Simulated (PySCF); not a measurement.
**GeCl₃⁻, singlet: molecular constants**

Level of theory: PySCF, PBE, basis Ge def2-SVPD, Cl def2-SVPD (no relativity, density fitting).

The structure is a minimum.

```xyz
4
charge -1 multiplicity 1, angstrom
Ge    0.0000    0.0000    0.6676
Cl    2.0655    0.0000   -0.4689
Cl   -1.0327    1.7888   -0.4689
Cl   -1.0328   -1.7888   -0.4689
```

```json
{
 "Point group": "C3v",
 "Bond lengths": "Ge–Cl 2.358 Å (×3)",
 "Bond angles": "Cl–Ge–Cl 98.7° (×3)",
 "Zero-point energy": "7.2 kJ/mol",
 "Rotational symmetry number": "3",
 "Entropy at 298.15 K and 1 bar": "344.4 J/(mol K)",
 "Rotational constants": "0.06025, 0.06025, 0.03767 cm⁻¹",
 "Principal quadrupole moments (Buckingham, traceless) about the centre of mass": "-5.62, -5.62, 11.24 D Å",
 "Dipole moment about the centre of mass": "2.49 D",
 "Enthalpy at 298.15 K above 0 K": "18.94 kJ/mol",
 "Heat capacity Cp at 298.15 K": "78.9 J/(mol K)",
 "Principal polarisabilities": "86.4, 106.9, 106.9 bohr³",
 "Lowest empty level": "2.56 eV",
 "Highest occupied level": "-1.78 eV"
}
```

Harmonic modes (masses in u: Ge 73.921, Cl 34.969):
| symmetry | ω (cm⁻¹) | IR (km/mol, summed over degenerate members) | μ (u) | type |
| --- | --- | --- | --- | --- |
| e | 104 | 0.1 | 36.68 | bend |
| a1 | 131 | 1.0 | 40.33 | bend |
| e | 275 | 228 | 43.74 | stretch |
| a1 | 313 | 33.8 | 42.45 | stretch |

In C3v the vibrations span 2e + 2a1.

Charges (e); Mulliken and Löwdin values are unreliable with diffuse functions:
```tsv
atom	Mulliken	Löwdin	polar tensor	Mayer order to Ge1
Ge1	0.81	0.10	1.22	–
Cl2,3,4	-0.60	-0.37	-0.74	0.67
```

Mulliken populations on Ge1: s 7.77, p 13.29, d 10.14.

Outer orbital energies (eV). occupied: -4.58, -3.73, -3.22, -3.22, -2.80, -2.80, -2.66, -1.78; empty: 2.56, 2.84, 2.84, 3.82.

Counting electrons, germanium keeps 2 of its valence electrons outside its bonds, so the VSEPR class is AX3E1 and the expected shape is trigonal pyramidal (C3v), as computed.

Only a few start shapes were tried, so a lower isomer may exist. The lowest empty level of this anion is unbound, so it and the gap depend on the basis.

The final relaxation and frequency run took of the order of 90 core-seconds on a shared host.
